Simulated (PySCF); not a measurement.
Bond curve of IF

Set-up: PySCF, spin-free X2C with a Gaussian nucleus, basis sets I x2c-SVPall, F x2c-SVPall. Energies in eV from I + F in their ground configurations at the same level. All curves are PBE0. state 1: ¹Σ⁺ (singlet), closed shell; state 2: ³Π (triplet), unpaired electrons σ ↑, π ↑, a second solution, started from another occupation.

| R (Å) | state 1 | state 2 |
| --- | --- | --- |
| 1.676 | -1.241 | 1.967 |
| 1.754 | -2.029 | 0.832 |
| 1.832 | -2.448 | 0.060 |
| 1.891 | -2.590 | -0.342 |
| 1.949 | -2.624 | -0.628 |
| 2.007 | -2.578 | -0.823 |
| 2.085 | -2.428 | -0.974 |
| 2.183 | -2.149 | -1.036 |
| 2.300 | -1.744 | -0.993 |
| 2.456 | -1.166 | -0.840 |

Q: Put a parabola through the three lowest points of the state 1 curve and estimate Re, k and ωe (reduced mass 16.52 u; 1 eV/Å² = 0.16022 mdyn/Å; ωe = 1302.8·√(k/μ) cm⁻¹).

A: Through R = 1.891, 1.949, 2.007 Å the second-order coefficient is 11.9 eV/Å², so Re ≈ 1.945 Å, k ≈ 3.81 mdyn/Å and ωe ≈ 626 cm⁻¹. A polynomial fit of higher order to the unrounded PBE0 energies gives Re = 1.942 Å, k = 3.88 mdyn/Å, ωe = 631 cm⁻¹; anharmonicity and rounding make the difference.

The higher-order fit for each curve: state 1: Re = 1.942 Å, ωe = 631 cm⁻¹, De = 2.62 eV; state 2: Re = 2.192 Å, ωe = 389 cm⁻¹, minimum 1.04 eV below the ground-state fragments.

These are scalar-relativistic numbers at best; spin–orbit coupling would shift them, the dissociation energy most.
